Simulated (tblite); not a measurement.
C₅H₁₂NP.
Bonds: C1–P2 (double), P2–N3, N3–C4, C4–C5, N3–C6, C6–C7. Hydrogens: H8, H9 on C1; H10, H11 on C4; H12, H13, H14 on C5; H15, H16 on C6; H17, H18, H19 on C7.

Computed with GFN2-xTB (tblite), gas phase: L-BFGS steps from a force-field or distance-geometry start until the largest atomic force falls under 0.01 eV/Å.

Geometry at step 58:
```
atom  x, y, z in Å
C1     -1.1134    2.7630   -0.2112
P2      0.1832    1.8187   -0.6580
N3      0.2546    0.5303    0.4406
C4      1.5472   -0.1266    0.5013
C5      1.8403   -1.1266   -0.6207
C6     -0.8753   -0.1264    1.0509
C7     -1.4511   -1.2738    0.2197
H8     -1.7719    2.5890    0.6205
H9     -1.3403    3.6062   -0.8398
H10     1.6341   -0.6269    1.4721
H11     2.3044    0.6631    0.4504
H12     2.9005   -1.3742   -0.6091
H13     1.5968   -0.6968   -1.5950
H14     1.2837   -2.0532   -0.4928
H15    -0.5731   -0.5000    2.0352
H16    -1.6538    0.6150    1.2218
H17    -1.5250   -0.9822   -0.8272
H18    -2.4396   -1.5402    0.5891
H19    -0.8112   -2.1493    0.2752
```

**Question.** Give the atomic forces at this geometry.

**Answer.** 
```json
{"atom": "C1", "Fx (eV/Å)": "0.015", "Fy (eV/Å)": "0.001", "Fz (eV/Å)": "-0.037"}
{"atom": "P2", "Fx (eV/Å)": "-0.031", "Fy (eV/Å)": "0.002", "Fz (eV/Å)": "0.017"}
{"atom": "N3", "Fx (eV/Å)": "0.058", "Fy (eV/Å)": "0.069", "Fz (eV/Å)": "-0.035"}
{"atom": "C4", "Fx (eV/Å)": "0.065", "Fy (eV/Å)": "-0.098", "Fz (eV/Å)": "-0.085"}
{"atom": "C5", "Fx (eV/Å)": "-0.002", "Fy (eV/Å)": "-0.091", "Fz (eV/Å)": "-0.025"}
{"atom": "C6", "Fx (eV/Å)": "0.024", "Fy (eV/Å)": "0.003", "Fz (eV/Å)": "0.032"}
{"atom": "C7", "Fx (eV/Å)": "0.041", "Fy (eV/Å)": "-0.041", "Fz (eV/Å)": "-0.044"}
{"atom": "H8", "Fx (eV/Å)": "-0.083", "Fy (eV/Å)": "-0.024", "Fz (eV/Å)": "-0.034"}
{"atom": "H9", "Fx (eV/Å)": "-0.013", "Fy (eV/Å)": "0.003", "Fz (eV/Å)": "0.041"}
{"atom": "H10", "Fx (eV/Å)": "0.023", "Fy (eV/Å)": "0.048", "Fz (eV/Å)": "-0.035"}
{"atom": "H11", "Fx (eV/Å)": "0.015", "Fy (eV/Å)": "-0.045", "Fz (eV/Å)": "0.060"}
{"atom": "H12", "Fx (eV/Å)": "-0.023", "Fy (eV/Å)": "0.022", "Fz (eV/Å)": "-0.004"}
{"atom": "H13", "Fx (eV/Å)": "-0.007", "Fy (eV/Å)": "-0.003", "Fz (eV/Å)": "0.186"}
{"atom": "H14", "Fx (eV/Å)": "-0.035", "Fy (eV/Å)": "0.092", "Fz (eV/Å)": "-0.044"}
{"atom": "H15", "Fx (eV/Å)": "0.042", "Fy (eV/Å)": "-0.027", "Fz (eV/Å)": "0.014"}
{"atom": "H16", "Fx (eV/Å)": "-0.046", "Fy (eV/Å)": "0.071", "Fz (eV/Å)": "-0.066"}
{"atom": "H17", "Fx (eV/Å)": "-0.076", "Fy (eV/Å)": "0.072", "Fz (eV/Å)": "0.062"}
{"atom": "H18", "Fx (eV/Å)": "0.048", "Fy (eV/Å)": "0.000", "Fz (eV/Å)": "-0.032"}
{"atom": "H19", "Fx (eV/Å)": "-0.014", "Fy (eV/Å)": "-0.053", "Fz (eV/Å)": "0.028"}
```

The largest, 0.19 eV/Å, acts on H13; the rms over all components is 0.052 eV/Å. The forces sum to zero within rounding, as they must for an isolated molecule in no field.

**Question.** Give the force on H13 in Eh/bohr and in nN.

**Answer.** 0.186 eV/Å ÷ 51.422 = 0.00362 Eh/bohr, and 0.186 eV/Å × 1.602 = 0.30 nN.

**Question.** How far is this geometry from the end of the optimisation?

**Answer.** 0.137 eV above it, and 0.464 Å rms away after alignment. The bonds farthest from their final lengths, with half the difference of the two atoms' forces along the bond (positive lengthens):

```tsv
bond	now (Å)	final (Å)	force along bond (eV/Å)
P2–N3	1.695	1.683	-0.04
C6–H16	1.089	1.095	+0.04
C4–C5	1.531	1.526	-0.03
C5–H13	1.092	1.088	-0.08
N3–C4	1.451	1.448	+0.04
C7–H17	1.089	1.087	-0.03
```

The angle farthest from its final value is P2–N3–C4, 114.1° against 117.0°.

What follows is the cost of the whole relaxation. Hardware: an Arm Neoverse V1 with one thread, shared host with 64 logical CPUs at a one-minute load of 41. Cost: 1.5 s.
